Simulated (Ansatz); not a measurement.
Consider the ligand exchange at the Si–O bond: `O[SiH](O)O[SiH](O)F` + `N[Si](F)(F)F` → `O[SiH](O)N[Si](F)(F)F` + `O[SiH](O)F`.

Computed with Ansatz on PBE0-D4/def2-TZVP structures; ΔE is electronic, products minus reactants. CCSD(T)/CBS is the MP2 limit (def2-TZVPP, def2-QZVPP) plus CCSD(T) − MP2 in def2-TZVPP, frozen cores. This one scheme is used for every species. DFT in def2-TZVPP. B3LYP here is the variant with VWN-RPA as its local correlation; programs differ in this. Each species was taken in one conformer, which may not be the lowest.

Question: Is it downhill or uphill in electronic energy at CCSD(T)/CBS, and by how much? (An estimate is asked.)

Answer: The calculation gave: Uphill: ΔE = +55.7 kJ/mol.

Question: What do these levels give: PBE-D4, r2SCAN-D4, PBE0-D4, PBE, PBE0, B3LYP, MP2/def2-TZVPP, CCSD(T)/def2-TZVPP, HF/def2-QZVPP, MP2/def2-QZVPP, MP2/CBS(def2), CCSD/CBS(def2)? (Best estimate.)

Answer: Ansatz gave: PBE-D4 48.1, r2SCAN-D4 54.5, PBE0-D4 51.3, PBE 50.0, PBE0 52.9, B3LYP 58.8, MP2/def2-TZVPP 53.9, CCSD(T)/def2-TZVPP 54.5, HF/def2-QZVPP 68.5, MP2/def2-QZVPP 55.1, MP2/CBS(def2) 55.1, CCSD/CBS(def2) 57.6 kJ/mol.

Largest T1 diagnostic among the species: 0.012.

The D4 term adds −3.0 kJ/mol with B3LYP and −1.6 kJ/mol with PBE0; it sums over pairs of atoms, weighted by their polarisabilities, and B3LYP, whose exchange is more repulsive, gets the larger term. In def2-TZVPP, CCSD(T) changes the Hartree–Fock value by −12.5 kJ/mol (the triples alone add −1.9 kJ/mol) and MP2 by −13.1 kJ/mol.
